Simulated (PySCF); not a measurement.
## Calculated data, B$_{2}$H$_{6}$NSi

Calculation on a computer-drawn molecule: the log of a Hartree-Fock and frozen-core CCSD(T) single point meant for a local Hartree-Fock minimum, with one planted fault or none, to be diagnosed. Offsets are logged minus clean, where the clean run is the same molecule without the fault. The reference is restricted for singlets and unrestricted otherwise, and also for a bond in bohr or an excited solution. Adding or removing an electron swaps singlet and doublet. The excited solution moves the top pair (singlet) or top alpha electron (doublet) to the lowest empty orbital. Highest occupied and lowest empty are orbital energies over both spins, largest force is the largest gradient component, triples share is (T) over the correlation energy, the T1 limit is 0.02 restricted and 0.045 unrestricted, electrons count all cores, a negative frequency is imaginary (commonest isotopes), and the dipole is about the centre of nuclear charge. Program: PySCF 2.14.0.

Entry: B$_{2}$H$_{6}$NSi

Logged structure:
```xyz
10
B2H6NSi
B      1.3140    -3.1371     0.4846
N      0.1784    -2.6709     1.2645
Si    -0.5218    -1.1827     1.0382
B      0.2101     0.0784    -0.3837
H      1.7402    -2.3911    -0.3506
H      2.1779    -5.1677     0.8790
H     -0.1829    -3.2958     1.9682
H     -1.6552    -0.8949     1.9216
H     -0.2455     0.0156    -1.4802
H      1.0620     0.8461    -0.0693
```

- meant charge: 1
- meant multiplicity: 1
- meant basis: cc-pV(D+d)Z
- logged electrons: 36
- logged basis functions: 95
- logged SCF converged: yes
- logged spin squared: 0.671
- logged highest occupied: -14.501 eV
- logged lowest empty: -4.6039 eV
- logged largest force: 0.023488 hartree/bohr
- logged T1 diagnostic: 0.062939
- logged D1 diagnostic: 0.28523
- logged triples share: 0.03295
- logged CC converged: yes
- logged dipole magnitude: 3.0583 debye
- logged SCF stable within its kind: yes
- logged energy HF: -395.8813 hartree
- logged energy CCSD(T): -396.35224 hartree
- possible faults: no fault, one electron removed, one electron added, multiplicity raised by two, geometry at a saddle point, SCF held on an excited solution, minimal basis STO-3G, one bond length entered in bohr, all coordinates scaled
- planted fault: ?

Drawn bonds:
```
atom  other atom  order
   1           2      1
   2           3      1
   3           4      1
   1           5      1
   1           6      1
   2           7      1
   3           8      1
   4           9      1
   4          10      1
```

Notes: T1 above single-reference limit.

Questions
1. Which fault was planted in the run of B$_{2}$H$_{6}$NSi?

Answers
1. one bond length entered in bohr, row 5 of the drawn bonds

Further results for B$_{2}$H$_{6}$NSi:

* HF energy offset from clean run: 81.1 kcal/mol
* CCSD(T) energy offset from clean run: 80.27 kcal/mol
